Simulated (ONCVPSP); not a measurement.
# Potentials for barium (Ba) compared

Generated with ld1.x 7.5 (TM, RRKJ, ultrasoft, PAW), atompaw 4.2 or ONCVPSP 4.0.1. The cutoff is in Ry: for ld1.x and atompaw files where the sum of valence levels is converged to 10 mRy in a Bessel basis, for ONCV files where the hardest occupied wave has 1 mHa per electron of residual kinetic energy. The error is the largest all-electron minus pseudo excitation energy over each file’s own four to seven test configurations (ionisations up to +4, promotions, holes and added fractions of an electron), all of which were solved. The labels leave out finer settings (local radius, basis sizes, second energies), which also bear on the numbers. Spin-polarised tests are not counted. The rows are a selection from randomly drawn settings: files with unsolved tests, undetermined cutoffs or missed reference levels are left out.

| potential | cutoff (Ry) | largest error (meV) | bound ghosts |
| --- | --- | --- | --- |
| ONCV, PBE, scalar-relativistic, rc 2.15/2.70/2.65 (spd), local smoothed, core correction yes, reference 5s2 5p6 6s1.75, qcut 5/4.7/4.2, projectors 2/2/3 | 20 | -1.1 | none |
| ONCV, BLYP, scalar-relativistic, rc 2.95/3.00/3.25 (spd), local smoothed, core correction yes, reference 5s2 5p6 6s1, qcut 4.8/5.2/3.1, projectors 3/2/1 | 12 | -4.0 | none |
| ONCV, PBEsol, scalar-relativistic, rc 2.10/2.70/2.60 (spd), local smoothed, core correction no, reference 5s2 5p6 6s1 6p1, qcut 5.4/4.7/4, projectors 2/2/2 | 21 | -1.2 | none |
| ONCV, PBE, scalar-relativistic, rc 2.80/2.80/3.05 (spd), local p, core correction yes, reference 5s2 5p6 6s2, qcut 3.7/5.2/3.1, projectors 2/0/2 | 9 | +156 | none |
| ONCV, PBE, scalar-relativistic, rc 2.45/2.90/2.90 (spd), local smoothed, core correction yes, reference 5s2 5p6 6s1 6p1, qcut 4.1/4.1/3.9, projectors 3/2/2 | 13 | -2.6 | none |
| ONCV, PBE, fully relativistic, rc 3.05/3.55/3.35 (spd), local smoothed, core correction yes, reference 5s2 5p6 6s1.5 6p0.5, qcut 5.1/3.1/2.7, projectors 3/2/3 | 13 | -170 | none |
| ONCV, LDA (Perdew-Wang 92), scalar-relativistic, rc 2.90/2.55/2.30 (spd), local d, core correction no, reference 5s2 5p6 6s0.5, qcut 5.4/6.6/4.2, projectors 2/2/0 | 21 | +12 | none |

Question: Fill in the row for Ba: ONCV, PBE, scalar-relativistic, rc 2.50/2.90/2.95 (spd), local smoothed, core correction no, reference 5s2 5p6 6s1, qcut 4.4/5.9/3.1, projectors 2/2/2.

Answer: cutoff 16 Ry, largest error -36 meV, bound ghosts: none.
